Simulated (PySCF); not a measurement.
Germanium: highly charged ions in a basis for the neutral atom

Ge¹⁷⁺ [Ne] 3s2 3p3, Ge¹⁸⁺ [Ne] 3s2 3p2. Computed with PySCF 2.14 in cc-pVTZ-PP with ECP10MDF (5s4p3d1f, 39 functions), with scalar relativity through the core potential. No spin-orbit coupling, so a gap to NIST mixes the basis error with missing relativistic terms.

Changed run: basis of the neutral atom used for a highly charged ion. This setting is unsound on purpose.

| species | method | sound run (hartree) | changed run (hartree) | converged |
| --- | --- | --- | --- | --- |
| Ge¹⁷⁺ | UHF | not run | -137.31323 | yes |
| Ge¹⁷⁺ | BP86 | not run | -137.50452 | yes |
| Ge¹⁷⁺ | B3LYP | not run | -137.47921 | yes |
| Ge¹⁸⁺ | UHF | not run | -113.28780 | yes |
| Ge¹⁸⁺ | BP86 | not run | -113.47717 | yes |
| Ge¹⁸⁺ | B3LYP | not run | -113.44620 | yes |

Ionisation energy of Ge¹⁷⁺:

```
method  changed run (eV)    NIST (eV)
   UHF            653.77  662.8 ± 1.9
  BP86            653.82  662.8 ± 1.9
 B3LYP            653.97  662.8 ± 1.9
```

The contracted functions were made for the neutral atom and can be too rigid for a highly charged ion.
